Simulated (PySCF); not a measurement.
**Correlation energy of Bi⁶⁸⁺ (bismuth, charge +68)**

[Ne] 3s2 3p3, high-spin 4S determinant. Computed with PySCF 2.14 in an even-tempered Gaussian basis (17 s from 21 bohr⁻², ratio 2.5; 12 p from 28 bohr⁻², ratio 2.5; 4 d from 110 bohr⁻², ratio 2.7; 4 f from 160 bohr⁻², ratio 2.7), with the spin-free X2C one-electron Hamiltonian (Gaussian nucleus). Frozen: 1s2; 13 electrons correlated; the 17 highest virtual orbitals of each spin left out.

| level | correlation energy (mhartree) |
| --- | --- |
| CCSD | -570.67 |
| (T) | -0.31 |
| CCSD(T) | -570.98 |

Diagnostics: T1 = 9.3e-05, D1 = 0.0003, largest double amplitude 0.012.

Spin-orbit coupling is strong in this species (close to jj coupling), so the high-spin LS determinant is a model state, not a physical level.

Cost of the coupled-cluster step: roughly 27 core-seconds, for 13 correlated electrons.

Iterations:

```
CC2 = 0
CCSD nocc = (np.int64(8), np.int64(5)), nmo = (83, 83)
frozen orbitals [[0, 84, 85, 86, 87, 88, 89, 90, 91, 92, 93, 94, 95, 96, 97, 98, 99, 100], [0, 84, 85, 86, 87, 88, 89, 90, 91, 92, 93, 94, 95, 96, 97, 98, 99, 100]]
max_cycle = 100
direct = 0
conv_tol = 1e-08
conv_tol_normt = 1e-06
diis_space = 8
diis_start_cycle = 0
Init t2, MP2 energy = -0.562931649447491
Init E_corr(UCCSD) = -0.562931649447491
cycle = 1  E_corr(UCCSD) = -0.569768806896949  dE = -0.00683715745  norm(t1,t2) = 0.00305556
cycle = 2  E_corr(UCCSD) = -0.570571656177219  dE = -0.00080284928  norm(t1,t2) = 0.000369919
cycle = 3  E_corr(UCCSD) = -0.570673910441111  dE = -0.000102254264  norm(t1,t2) = 4.68581e-05
cycle = 4  E_corr(UCCSD) = -0.570673495646523  dE = 4.14794589e-07  norm(t1,t2) = 9.01828e-07
cycle = 5  E_corr(UCCSD) = -0.570673494795126  dE = 8.51397397e-10  norm(t1,t2) = 5.34414e-09
UCCSD converged
E(UCCSD) = -15910.74736145316  E_corr = -0.5706734947951255
UCCSD(T) correction = -0.000311936303632412
```

At this charge the one-electron X2C treatment keeps the bare 1/r₁₂, with no two-electron picture change or Breit term. The effect here is smaller than on the frozen 1s shell; and a scalar Hamiltonian misses the large spin-orbit splitting of the p shells, which matters for ns² → np² pairs.

Spin-orbit coupling is strong in this species, so the high-spin LS determinant is a model state.
